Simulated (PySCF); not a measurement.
# Correlation energy of P⁺ (phosphorus, charge +1)

[Ne] 3s2 3p2, high-spin 3P determinant. All numbers are calculated (PySCF 2.14, scalar relativity by spin-free X2C-1e, in x2c-TZVPall (5s5p2d1f, 37 functions)). Frozen: [Ne]; 4 electrons correlated.

MP2 pair energies summed by pair of shells (mhartree):

```
 pair  energy  share (%)
3s-3p  -37.54       62.1
3s-3s  -16.57       27.4
3p-3p   -6.35       10.5
```

Total MP2 correlation energy: -60.47 mhartree.

Same-spin part -10.21 and opposite-spin part -50.26 mhartree; SCS-MP2 scales them by 1/3 and 6/5 to -63.71 mhartree.

| level | correlation energy (mhartree) |
| --- | --- |
| CCSD | -81.04 |
| (T) | -2.23 |
| CCSD(T) | -83.27 |

Diagnostics: T1 = 0.0096, D1 = 0.0249, largest double amplitude 0.103.

Cost of the coupled-cluster step: 0.62 s of wall time on 1 thread of Neoverse-N1 (shared host), for 4 correlated electrons.
